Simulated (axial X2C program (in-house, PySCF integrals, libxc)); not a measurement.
**GaI⁻: from the spin-free to the two-component result**

All values were computed with an in-house relativistic program for diatomic molecules. Spin-free means the one-electron spin-free X2C Hamiltonian; two-component (2c) means X2C with spin–orbit coupling and atomic mean-field two-electron Coulomb and Gaunt terms, so the difference of the two also holds small scalar two-electron terms. Basis: I dyall-acv3z [12s13p9d5f1g], Ga dyall-acv3z [10s10p8d5f1g] (cores contracted in-house); Gaussian nuclei, density fitting, unrestricted open shells. Masses: I 126.904 u, Ga 68.926 u.

Spin-free state: M_S = 1/2, Λ = 1 (beyond evenly filled blocks: π+α); fragments I- + Ga.

```
  level  Re (Å)  ωe (cm⁻¹)  De (eV)  μ (D)
   PBE0   2.814      137.5    1.015  -2.48
     HF   2.996      100.9    0.550  -1.09
    MP2   2.852      131.8    0.961    n/a
   CCSD   2.882      124.7    0.916    n/a
CCSD(T)   2.869      128.5    0.964    n/a
   BLYP   2.876      124.8    0.917  -2.79
```

Correlated methods: 11 electrons correlated (number of frozen shells: I 4 s, 3 p, 2 d; Ga 3 s, 2 p, 1 d), 371 virtual spin orbitals or spinors in MP2, 90 natural virtuals in coupled cluster.

Dipoles are positive if Ga is the positive end and refer to the centre of mass.

**Question.** Within this multiplet, which Ω should lie lowest by the rule for regular and inverted multiplets?

**Answer.** The open π shell holds one electron, so the multiplet is regular: Ω = Λ − 1/2 = 1/2. The PBE0 2c search agrees, though Ω = 3/2 of the search lies only 0.08 eV higher.

Two-component determinant lowest at the distance of the search:

Ω = 1/2 (⟨Sz⟩ = -0.50, ⟨Lz⟩ = 1.00 at HF); fragments I- + Ga.

```csv
level,Re (Å),ωe (cm⁻¹),μ (D)
PBE0,2.815,137.6,-2.46
HF,2.996,100.9,-1.07
MP2,2.852,132.1,n/a
CCSD,2.881,125.0,n/a
CCSD(T),2.868,128.7,n/a
BLYP,2.880,124.3,-2.75
```

**Question.** From the two tables, how do the constants change at the CCSD(T) level (2c against spin-free)?

**Answer.** At the CCSD(T) level Re is unchanged within 0.001 Å and ωe is unchanged to within 0.2 cm⁻¹.

Occupations by symmetry block were frozen at the best pattern of an incomplete PBE0 search. De is counted from the lowest determinant-based energies of the atoms at the same level, without counterpoise correction. De is not given where an atomic determinant may have missed its ground term or J level, or where the truncated virtual space spoils (T). Density functionals use the spin component along the axis (collinear). Coupled cluster ran in a truncated set of natural virtual spinors; the MP2 energy of the rest was added. (T) has no such correction and the atoms are truncated less, which lowers De at CCSD(T) by a hundredth of an eV or more. The functionals have no current-density term, which raises determinants with orbital currents, atoms included. The highest occupied level of some functionals is positive through self-interaction error; at Hartree–Fock it is bound. With the outer-core shells frozen, correlated bond lengths of heavy atoms tend to come out a few hundredths of an ångström too long. Hartree–Fock gets electron affinities wrong, so its lowest charge split need not be the true one.
